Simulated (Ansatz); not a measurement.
Born–Oppenheimer molecular dynamics of F₃H₇HfOSi₂ (14 atoms, charge 0, multiplicity 1). It starts at the highest image of a converged band, a first-order saddle point between two minima.

All numbers below come from RKS PBE/def2-SVP in Ansatz.

| Quantity | Value |
| --- | --- |
| ensemble | NVE (velocity Verlet) |
| time step | 0.5 fs |
| steps asked | 200 |
| starting velocities drawn for | 300 K |
| seed | 9379 |

First frame:

```xyz
14
Properties=species:S:1:pos:R:3
Hf 0.130 -0.244 0.025
O -0.267 -0.361 2.128
Si -1.341 -0.055 3.432
H -2.593 -0.858 3.244
H -0.643 -0.462 4.695
H -1.641 1.412 3.430
F 1.441 1.135 -0.183
F -1.654 0.442 -0.201
F 0.191 -1.388 -1.519
Si 1.528 -2.638 1.059
H 0.842 -3.857 0.504
H 2.719 -2.324 0.182
H 2.088 -2.998 2.416
H 0.389 -1.313 1.921
```

How far do the bonds stretch over the last three quarters of this one trajectory? (Pairs bonded in most of those frames.)


```
    bond  mean (Å)  spread (Å)  shortest  longest
  Hf1–O2     2.349       0.069      2.23     2.49
  Hf1–F7     1.909       0.013      1.89     1.93
  Hf1–F8     1.936       0.011      1.92     1.95
  Hf1–F9     1.909       0.004      1.90     1.92
Hf1–Si10     2.900       0.087      2.73     2.99
  O2–Si3     1.748       0.032      1.70     1.80
  O2–H14     1.013       0.027      0.97     1.07
  Si3–H4     1.499       0.013      1.48     1.52
  Si3–H5     1.501       0.018      1.47     1.53
  Si3–H6     1.495       0.017      1.47     1.52
Si10–H11     1.514       0.016      1.48     1.54
Si10–H12     1.517       0.006      1.50     1.53
Si10–H13     1.545       0.047      1.46     1.62
```

Pairs bonded in part of these frames only: Hf1–H14 35 %.

Mean temperature of the second half: 273 K. The conserved energy stayed within 0.059 meV per atom of its start (net change 0.025 meV per atom), so the integration is sound. A run of 0.1 ps of so small a system gives no equilibrium averages. The orbitals stay closed-shell, which can raise the energy where a bond breaks towards radicals; this wasn't checked here.

Time of the run: 9.3 min on 4 threads of Arm Neoverse V2, on a shared host, peak memory 0.25 GiB.
